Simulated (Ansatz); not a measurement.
Spectroscopic constants of K2, closed-shell singlet (the spin of the measured ground state). No spin–orbit coupling. K is treated without relativity.

Seven points along R, fitted to fifth degree in 1/R; most abundant isotopes. Runs in def2 and cc sets follow the lowest solution found near the PBE0 minimum. The singlet is held restricted.

Programs: Ansatz (an electronic-structure program). Values without a source in brackets are computed.

Energies at PBE0/def2-TZVPP:

```json
[
 {"R (Å)": "3.732117", "E (hartree)": "-1199.49530952"},
 {"R (Å)": "3.832443", "E (hartree)": "-1199.49589705"},
 {"R (Å)": "3.924742", "E (hartree)": "-1199.49619035"},
 {"R (Å)": "4.029081", "E (hartree)": "-1199.49627075"},
 {"R (Å)": "4.133420", "E (hartree)": "-1199.49611887"},
 {"R (Å)": "4.253811", "E (hartree)": "-1199.49569775"},
 {"R (Å)": "4.394267", "E (hartree)": "-1199.49493118"}
]
```

Question: With a reduced mass of 19.4819 u, find the minimum, the force constant and the constants.

Answer: A fifth-degree polynomial in 1/R puts the minimum at r_e = 4.0107 Å with force constant 9.54 N/m. Then ω_e = (1/2πc)√(k/μ) = 91 cm⁻¹ and B_e = h/(8π²cμr_e²) = 0.05379 cm⁻¹; the cubic and quartic terms give α_e = 0.00017 and ω_e x_e = 0.23 cm⁻¹.
